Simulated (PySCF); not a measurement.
## Broadened absorption spectrum of C2H12OSi4

Compound: C2H12OSi4.
Atom-mapped SMILES: `[CH3:1][C:2](=[O:3])[SiH2:4][SiH2:5][SiH2:6][SiH3:7]` (hydrogens: H8, H9, H10 on C1; H11, H12 on Si4; H13, H14 on Si5; H15, H16 on Si6; H17, H18, H19 on Si7)

Computed with PySCF, TDDFT B3LYP/def2-SVPD, vertical, gas phase, core orbitals frozen in the response. Geometry: PBE0-D3(BJ)/def2-SVP, one conformer, isolated molecule. Torsions of this conformer, `[CH3:1][C:2](=[O:3])[SiH2:4][SiH2:5][SiH2:6][SiH3:7]`: C1–C2–Si4–Si5 135°, C2–Si4–Si5–Si6 30°, Si4–Si5–Si6–Si7 50°.

Computed states:

| state | E (eV) | f |
| --- | --- | --- |
| S1 | 3.55 | 0.0023 |
| S2 | 4.96 | 0.0068 |
| S3 | 5.39 | 0.021 |
| S4 | 5.59 | 0.0058 |
| S5 | 5.82 | 0.0006 |
| S6 | 5.97 | 0.021 |
| S7 | 6.05 | 0.0073 |
| S8 | 6.17 | 0.065 |
| S9 | 6.22 | 0.019 |
| S10 | 6.41 | 0.018 |

Broadening: Gaussians 0.5 eV wide at half height, area fixed by f = 4.319×10⁻⁹ ∫ε dν̃. The width is an assumption, not a result. The curve ends short of the highest state used, and states not computed would add to its high-energy end.

Question: Give the broadened spectrum and its maxima.

Answer: 
| λ (nm) | ε (L mol⁻¹ cm⁻¹) |
| --- | --- |
| 213.2 | 2489 |
| 221.2 | 1449 |
| 229.1 | 1454 |
| 237.0 | 1105 |
| 245.0 | 681 |
| 252.9 | 433 |
| 260.9 | 236 |
| 268.8 | 95 |
| 276.7 | 28 |
| 284.7 | 6 |
| 292.6 | 2 |
| 300.5 | 3 |
| 308.5 | 10 |
| 316.4 | 26 |
| 324.3 | 53 |
| 332.3 | 84 |
| 340.2 | 111 |
| 348.1 | 123 |
| 356.1 | 117 |
| 364.0 | 99 |
| 372.0 | 74 |
| 379.9 | 51 |
| 387.8 | 32 |
| 395.8 | 18 |
| 403.7 | 10 |
| 411.6 | 5 |
| 419.6 | 3 |
| 427.5 | 1 |
| 435.4 | 1 |
| 443.4 | 0 |

Maxima: 350 nm (3.55 eV), ε about 120, made up of S1 (100%); 227 nm (5.46 eV), ε about 1500, made up of S3 (75%) and S4 (17%) (hardly more than a shoulder) (ε in L mol⁻¹ cm⁻¹; maxima over ε = 5, shares over 10%). At its high-energy end, 5.81 eV, the curve is still rising (ε about 2400, from S6 and S8).

Question: On this curve, what absorbance would a 10⁻⁵ mol/L sample give at 280 nm over a 1 cm path?

Answer: 280 nm is 4.428 eV, where ε is about 15 L mol⁻¹ cm⁻¹, so A = ε c l ≈ 0.00015 (Beer–Lambert, with the gas-phase spectrum and the assumed width).

Question: Does any computed singlet lie in the visible range?

Answer: No computed singlet lies in the visible range (380 to 750 nm); the lowest, at 350 nm, stands 0.28 eV above its violet end (3.26 eV); a Tamm–Dancoff triplet lies at 421 nm, without intensity as long as spin–orbit coupling is left out.

Question: Coming from long wavelengths, where does ε first pass 100 L mol⁻¹ cm⁻¹?

Answer: At about 364 nm (3.41 eV), 0.14 eV below S1.

All these states lie below the vertical ionisation energy of 8.79 eV (ΔSCF).
